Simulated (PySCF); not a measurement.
Molfile (atoms numbered from 1):
```
C7H7NO
     RDKit          3D

 16 16  0  0  0  0  0  0  0  0999 V2000
   -2.5413    0.7637    0.4642 C   0  0  0  0  0  0  0  0  0  0  0  0
   -1.7161   -0.4308    0.0971 C   0  0  0  0  0  0  0  0  0  0  0  0
   -2.2000   -1.5196   -0.1083 O   0  0  0  0  0  0  0  0  0  0  0  0
   -0.2317   -0.2339   -0.0198 C   0  0  0  0  0  0  0  0  0  0  0  0
    0.5664   -1.3056   -0.4037 C   0  0  0  0  0  0  0  0  0  0  0  0
    1.9305   -1.1053   -0.5102 C   0  0  0  0  0  0  0  0  0  0  0  0
    2.4404    0.1524   -0.2286 C   0  0  0  0  0  0  0  0  0  0  0  0
    1.5595    1.1571    0.1477 C   0  0  0  0  0  0  0  0  0  0  0  0
    0.2503    0.9775    0.2513 N   0  0  0  0  0  0  0  0  0  0  0  0
   -3.5858    0.4689    0.5411 H   0  0  0  0  0  0  0  0  0  0  0  0
   -2.1877    1.1949    1.4026 H   0  0  0  0  0  0  0  0  0  0  0  0
   -2.4192    1.5455   -0.2894 H   0  0  0  0  0  0  0  0  0  0  0  0
    0.0997   -2.2607   -0.6069 H   0  0  0  0  0  0  0  0  0  0  0  0
    2.5869   -1.9147   -0.8084 H   0  0  0  0  0  0  0  0  0  0  0  0
    3.5017    0.3572   -0.2982 H   0  0  0  0  0  0  0  0  0  0  0  0
    1.9273    2.1536    0.3751 H   0  0  0  0  0  0  0  0  0  0  0  0
  1  2  1  0
  2  3  2  0
  2  4  1  0
  4  5  2  0
  5  6  1  0
  6  7  2  0
  7  8  1  0
  8  9  2  0
  9  4  1  0
  1 10  1  0
  1 11  1  0
  1 12  1  0
  5 13  1  0
  6 14  1  0
  7 15  1  0
  8 16  1  0
M  END
```

[PySCF: PBE0-D3(BJ)/def2-TZVP geometry; shielding tensors at B97-2/pcSseg-2 (GIAO); one conformer; one averaged value for each set of equivalent atoms; no solvent model; relativity neglected]

Task: List the cross peaks expected in HSQC, COSY and HMBC spectra.

Result: 

HSQC (one-bond C–H):
```tsv
δH	δC
8.96 (H16)	156.4 (C8)
8.53 (H13)	128.1 (C5)
8.01 (H14)	143.0 (C6)
7.55 (H15)	132.7 (C7)
2.79 (H10/H11/H12)	29.0 (C1)
```

COSY cross peaks (H two or three bonds apart, from the bond graph; peaks can be absent where the dihedral angle is near 90°):
```tsv
δH	δH
8.96 (H16)	7.55 (H15)
8.53 (H13)	8.01 (H14)
8.01 (H14)	7.55 (H15)
```

HMBC (two and three bonds, from the bond graph):
```tsv
δH	δC
8.96 (H16)	160.8 (C4), 143.0 (C6), 132.7 (C7)
8.53 (H13)	208.3 (C2), 160.8 (C4), 143.0 (C6), 132.7 (C7)
8.01 (H14)	160.8 (C4), 156.4 (C8), 132.7 (C7), 128.1 (C5)
7.55 (H15)	156.4 (C8), 143.0 (C6), 128.1 (C5)
2.79 (H10/H11/H12)	208.3 (C2), 160.8 (C4)
```

Chemical shifts δ = σref − σ; TMS for ¹H (σref 31.64), ¹³C (σref 185.38), all at this level.

Shifts are as computed. Against solution values, carbons near 30 ppm lie about +3 ppm off and those near 130 ppm about +7 ppm. Of 1211 compounds with measured shifts, 218 miss one by over three times the rms of a fit or turn the order of signals round; such compounds aren't used in these exercises.
